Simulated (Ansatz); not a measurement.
`[SiH3][SeH]`. The species carries charge 0 and has multiplicity 1.

Cartesian coordinates in Å:
```
Si -0.313 -0.482 0.033
Se 1.044 1.187 0.786
H -1.619 0.046 -0.431
H -0.513 -1.367 1.206
H 0.324 -1.241 -1.072
H 1.076 1.857 -0.522
```

Question: List the harmonic frequencies (cm⁻¹, unscaled) at PBE0-D4/def2-TZVP in Ansatz. (Best estimate.)

Answer: Computed: 170, 400, 495, 594, 738, 908, 929, 955, 2231, 2238, 2252, 2442.

Question: Is this a minimum?

Answer: Yes, all 12 modes are real.

Question: Give the ideal-gas thermochemistry at 298.15 K and 1 bar (rigid rotor, harmonic oscillator; point group Cs, symmetry number 1).

Answer: Zero-point energy 85.8 kJ/mol; H(298) − E = 99.8 kJ/mol; entropy 286.6 J/(mol·K), of which translation 167.6, rotation 97.4, vibration 21.6; G(298) − E = 14.4 kJ/mol.

Question: And at 400, 500, 600, 800 and 1000 K?

Answer: 
```csv
T (K),H − E (kJ/mol),S (J/mol/K),G − E (kJ/mol)
400,107.1,307.6,-15.9
500,115.2,325.5,-47.6
600,124.0,341.5,-80.9
800,143.2,369.2,-152.1
1000,164.3,392.7,-228.3
```
